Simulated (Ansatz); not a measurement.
Job for Ansatz (a first-principles code): R-wB97M-V/def2-TZVPPD on CH4BN (a complex), monomers drawn apart or pushed together. Files ending in .json are basis or fitting sets from the Basis Set Exchange.

Ansatz 0.2 input:
```yaml
crystal:
  periodic: [false, false, false]
  atoms:
    - {symbol: B, position_ang: [-0.09690052, 0.04823511, 0.76958152]}
    - {symbol: H, position_ang: [0.66586511, 0.92707271, 0.45072728]}
    - {symbol: H, position_ang: [0.20388965, -1.03112788, 0.32200633]}
    - {symbol: H, position_ang: [-1.25567332, 0.33332979, 0.59124895]}
    - {symbol: C, position_ang: [0.29443485, -0.29934074, 4.65153365]}
    - {symbol: N, position_ang: [0.18046259, -0.19810669, 3.52090378]}
    - {symbol: H, position_ang: [0.40088405, -0.39387907, 5.70756228]}
basis:
  gaussian:
    orbitals: def2-TZVPPD.json
hamiltonian:
  xc: {name: wB97M-V}
scf: {lower_state_search: off}
```

Program output:

```
WARN ansatz: RAYON_NUM_THREADS=1 ignored (pool sized by the plan → 1); use --threads N
Functional definition: wB97M-V
these checks for a lower state are left out or cut short: stability, starts, cluster_reference, orbital_swaps, neighbouring_geometries, increment
integrals: 0.07 GiB planned
754 factors; their error is unknown
integrals: 0.11 GiB planned
251 factors; integrals over basis functions are off by at most 5.9e-5 eV
mean field: 0.78 GiB planned
mean field evaluation 1: about -3262.8204 eV, gradient 3.6e1 eV
mean field evaluation 2: about -3261.8882 eV, gradient 4.4e1 eV
mean field evaluation 4: about -3265.5506 eV, gradient 1.3e0 eV
mean field evaluation 8: about -3265.5501 eV, gradient 4.6e-1 eV
mean field evaluation 16: about -3265.5503 eV, gradient 5.9e-6 eV
mean field -3265.55031297 eV, -120.0067605321 hartree, gradient 5.9e-6 eV, S^2 0.000000; 0 other end points of the search recorded, 0 dependent functions left out
reference -3265.55036828 eV, -120.0067625646 hartree; 11, 11 occupied and 168, 168 virtual orbitals, 754 factors
Total energy: -3265.55036828 eV, -120.0067625646 hartree
Checks for a lower state left out: stability, starts, cluster_reference, orbital_swaps, neighbouring_geometries, increment
```

The calculation finished and met its thresholds.

Cost: about 6 core-seconds (a rough figure).
